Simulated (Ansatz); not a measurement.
Several settings on one geometry of (HCd-mu-F)2 (Cd₂H₂F₂) (that of the charge 0 singlet, PBE0-D4/def2-SVP). Ansatz on 4 threads of Arm Neoverse V1 on a shared host; times are rough.

```xyz
6

Cd   -0.110   -1.672    0.224
H    -0.220   -3.310    0.449
F    -1.147   -0.006   -0.605
Cd    0.110    1.672   -0.225
H     0.216    3.311   -0.442
F     1.151    0.005    0.599
```

Totals from different functionals, basis sets or treatments of relativity can't be compared as stabilities.

In the def2 sets Cd takes a core potential; there is no spin–orbit coupling.

The spins typed aren't always the lowest for that charge.

**Question.** Give the basis size and estimate the energy, ⟨S²⟩, dipole and time of these runs.

| run | method | charge | state | further keys |
| --- | --- | --- | --- | --- |
| 1 | RKS r2SCAN-rVV10/def2-SVP | 0 | singlet | point_charges: [{charge: -1.00, position_ang: [4.073, -0.814, 0.830]}]; accuracy: high; scf: {lower_state_search: off}; forces asked |
| 2 | ROKS BLYP-D3(BJ)-ATM/def2-TZVP | 0 | triplet | fitting: {mean_field: def2-universal-jkfit}; scf: {lower_state_search: off}; forces asked |
| 3 | RKS PBE0/def2-TZVP | 0 | singlet | scf: {lower_state_search: off}; forces asked |

**Answer.** 
```csv
run,functions,energy (Eh),⟨S²⟩,dipole (D),wall time
1,100,-536.1806,–,1.35,23 s
2,154,-536.2879,–,0.01,2.6 s
3,154,-536.3544,–,0.00,2 s
```
